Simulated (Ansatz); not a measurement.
BF₃H₃N, SMILES `[NH3+][B-](F)(F)F`, relaxed with RKS PBE0-D4/def2-TZVP in Ansatz from a PBE-D4/def2-SVP geometry. The force threshold is 0.005 eV/Å; the program also tests the step.

Charge 0, multiplicity 1.

Start:

```xyz
8

N     0.400   -0.282    0.678
B    -0.413    0.292   -0.700
F     0.516    0.148   -1.707
F    -1.505   -0.543   -0.802
F    -0.715    1.596   -0.377
H    -0.209   -0.223    1.506
H     1.247    0.277    0.854
H     0.679   -1.265    0.547
```

(1) How much energy does the relaxation release, and in how many steps? (Best estimate.)

(2) Which bonds change most? (An estimate is asked.)

(3) Give the relaxed structure. (Best estimate.)

Answers

(1) Computed: 2.49 kJ/mol, in 4 steps.

(2) Ansatz gave: N1–B2 from 1.700 to 1.674 Å; N1–H8 from 1.030 to 1.015 Å; N1–H6 from 1.030 to 1.015 Å; N1–H7 from 1.030 to 1.015 Å.

(3) Ansatz gave: 
```xyz
8

N     0.398   -0.281    0.674
B    -0.403    0.284   -0.683
F     0.511    0.147   -1.692
F    -1.491   -0.538   -0.795
F    -0.709    1.582   -0.374
H    -0.207   -0.220    1.487
H     1.232    0.274    0.843
H     0.670   -1.250    0.540
```
